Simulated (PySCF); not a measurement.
C₂H₁₀N₂Si₂, SMILES [Si@H]1(NC[SiH2]1)NC.

Geometry optimised at B3LYP-D3(BJ)/def2-SVP. The structure was generated by enumeration; whether it is a known compound was not checked. One conformer was computed; it need not be the lowest.

Two levels are set side by side: TDA-PBE/def2-SVPD (PySCF) and TDA-CAM-B3LYP/def2-SVPD (PySCF). Vertical, same geometry. The lowest singlet is HOMO→LUMO 94 % with PBE and HOMO→LUMO 56 %, HOMO→LUMO+1 24 % with the other functional; states are paired by order. Differences are taken from unrounded values.

```json
[
 {"quantity": "lowest singlet excitation (eV)", "TDA-CAM-B3LYP": "5.77", "TDA-PBE": "4.76", "TDA-PBE minus TDA-CAM-B3LYP": "-1.01"},
 {"quantity": "lowest triplet excitation (TDA) (eV)", "TDA-CAM-B3LYP": "5.23", "TDA-PBE": "4.45", "TDA-PBE minus TDA-CAM-B3LYP": "-0.78"}
]
```

A lower first singlet is the usual sign of a functional without exact exchange. Differences between two approximate levels are no errors against the true value.

Rough cost on one machine, each run with all the roots and properties that it gave: TDA-CAM-B3LYP against TDA-PBE about 4 times.
